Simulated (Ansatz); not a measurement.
Isomers of C2H6OSn, B3LYP-D3(BJ)/def2-TZVP minima from an xTB search, which can miss the lowest.
Isomer 1, SMILES C[O][Sn][CH3] (charge 0, multiplicity 1):
```xyz
10

C     -1.64125    -0.20592     0.09940
O     -1.20014     0.80250     0.97897
Sn     0.64952     1.42377     1.39570
C      1.74106     0.03614     0.05128
H     -2.21332    -0.95705     0.65440
H     -2.30293     0.22661    -0.65864
H     -0.82082    -0.71606    -0.41654
H      1.53884    -1.00364     0.32086
H      2.81553     0.21250     0.12461
H      1.43350     0.18116    -0.98749
```
Isomer 2, SMILES C=[CH][SnH2][OH] (charge 0, multiplicity 1):
```xyz
10

C     -2.00668     0.05965     0.10682
C     -0.89925    -0.12812    -0.60254
Sn     1.02495     0.39849     0.13438
O      2.04367    -1.30931     0.09312
H     -2.98602    -0.21321    -0.27532
H     -1.99418     0.48888     1.10351
H     -0.96708    -0.56765    -1.59266
H      0.90676     0.94281     1.75827
H      1.88031     1.51547    -0.85087
H      2.99751    -1.18702     0.12528
```

Cores are frozen in the correlated methods. Filled d and f shells under p-block atoms count as core. MP2 and its Hartree–Fock in def2-QZVPP are density fitted.

The values were computed with Ansatz (Gaussian basis) for Hartree–Fock, density functionals and correlated methods. Each number belongs to the level named beside it. In def2 rows elements past Kr take small-core potentials, without spin–orbit coupling.

The energy of isomer 2 above isomer 1 is E(isomer 2) − E(isomer 1). Total energies (hartree):

```tsv
level	isomer 2	isomer 1
HF/def2-TZVPP	-367.4769444	-367.5033751
MP2/def2-TZVPP	-368.1592317	-368.1889201
HF/def2-QZVPP	-367.4864447	-367.5130070
MP2/def2-QZVPP	-368.2177378	-368.2466438
CCSD(T)/def2-TZVPP	-368.2225608	-368.2523165
```

Problem. Work out the energy of isomer 2 above isomer 1 at the basis-set limit: extrapolate the MP2 correlation part as X⁻³, take Hartree–Fock from the larger set, and add the CCSD(T) − MP2 difference of def2-TZVPP.

Solution. 
1. Differences (1 hartree = 627.509 kcal/mol): HF/def2-TZVPP 16.586; MP2/def2-TZVPP 18.630; HF/def2-QZVPP 16.668; MP2/def2-QZVPP 18.139; CCSD(T)/def2-TZVPP 18.672.
2. Correlation parts, MP2 less HF: 2.044 in def2-TZVPP (X = 3), 1.471 in def2-QZVPP (X = 4).
3. Limit (4³·(1.471) − 3³·(2.044))/(4³ − 3³) = 1.052; with HF/def2-QZVPP it gives 17.720.
4. CCSD(T) less MP2 in def2-TZVPP: 0.042.
Result: 17.76 kcal/mol, against 18.63 at MP2/def2-TZVPP. It is an estimate of this method's limit, not of the exact value.

Ansatz is a program for electronic structure.
